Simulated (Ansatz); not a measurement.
This geometry of H3NSSn (6 atoms, charge 0, multiplicity 1) is a first-order saddle point.

Method: Ansatz, RKS PBE/def2-SVP.

```xyz
6
Properties=species:S:1:pos:R:3
N -0.792 0.180 -0.926
Sn 0.008 -1.498 -0.060
S 0.855 -0.196 1.949
H -0.739 1.097 -0.467
H -1.291 0.232 -1.821
H 2.001 0.121 1.279
```

Task: Which two structures does it join? (They come from a converged band through this point; their orientation in space is the band's.)

Result: No bond is made or broken. The dihedral N1–Sn2–S3–H6 goes from 180 to 0°.

Initial state:

```xyz
6
Properties=species:S:1:pos:R:3
N -0.920 0.217 -0.996
Sn 0.280 -1.230 -0.173
S 1.209 0.343 1.529
H -0.987 1.192 -0.689
H -1.542 0.036 -1.790
H 2.003 -0.622 2.072
```

Final state:

```xyz
6
Properties=species:S:1:pos:R:3
N -0.745 0.169 -0.811
Sn 0.255 -1.565 -0.335
S 1.566 -0.608 1.569
H -0.659 1.081 -0.351
H -1.421 0.212 -1.579
H 1.046 0.647 1.461
```

Task: How far does it lie above each of them?

Result: 5.0 kcal/mol above the first and 3.9 kcal/mol above the second. This is the barrier of this one path; another mechanism may lie lower.

Time of the run: 2.2 min on 1 thread of Arm Neoverse V1 (shared host), peak memory 0.11 GiB.
